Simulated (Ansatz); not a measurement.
Job for Ansatz (a quantum-chemistry and plane-wave program): R-RI-MP2/aug-cc-pVQZ on CH2FN (a complex), monomers drawn apart or pushed together. Files ending in .json are basis or fitting sets from the Basis Set Exchange.

Ansatz 0.2 input:
```yaml
crystal:
  periodic: [false, false, false]
  atoms:
    - {symbol: F, position_ang: [-0.04811267, -0.99302390, -0.13729845]}
    - {symbol: H, position_ang: [0.03747627, -0.48044510, 0.64394619]}
    - {symbol: C, position_ang: [0.33599998, 1.29108352, 3.33297220]}
    - {symbol: N, position_ang: [0.22957647, 0.66385125, 2.38387108]}
    - {symbol: H, position_ang: [0.43545676, 1.87707231, 4.21957373]}
basis:
  gaussian:
    orbitals: aug-cc-pVQZ
    fitting: {mean_field: def2-universal-JKFIT, correlation: aug-cc-pVQZ-RIFIT.json}
magnetization: {spin_polarized: false}
correlation: {method: mp2, electrons: outside_noble_gas}
scf: {lower_state_search: off}
```

Output:

```
WARN ansatz: RAYON_NUM_THREADS=1 ignored (pool sized by the plan → 1); use --threads N
Functional definition: HF
these checks for a lower state are left out or cut short: stability, starts, cluster_reference, orbital_swaps, neighbouring_geometries, increment
integrals: 0.30 GiB planned
265 factors; integrals over basis functions are off by at most 2.4e0 eV
mean field: 0.50 GiB planned
mean field evaluation 1: about -5248.9697 eV, gradient 3.7e1 eV
mean field evaluation 2: about -5250.4984 eV, gradient 2.6e1 eV
mean field evaluation 4: about -5251.5895 eV, gradient 2.1e0 eV
mean field evaluation 8: about -5251.5983 eV, gradient 2.2e-6 eV
mean field -5251.59829600 eV, -192.9926777169 hartree, gradient 2.2e-6 eV, S^2 0.000000; 0 other end points of the search recorded, 0 dependent functions left out
3 core orbitals not correlated
664 factors; their error is unknown
reference -5251.59829600 eV, -192.9926777169 hartree; 9, 9 occupied and 320, 320 virtual orbitals, 664 factors
second order -18.28662920 eV of doubles, -0.00000000 eV of singles
Total energy: -5269.88492520 eV, -193.6646989448 hartree
Checks for a lower state left out: stability, starts, cluster_reference, orbital_swaps, neighbouring_geometries, increment
```

Self-consistency was reached.

Cost: roughly 1.6 core-seconds.
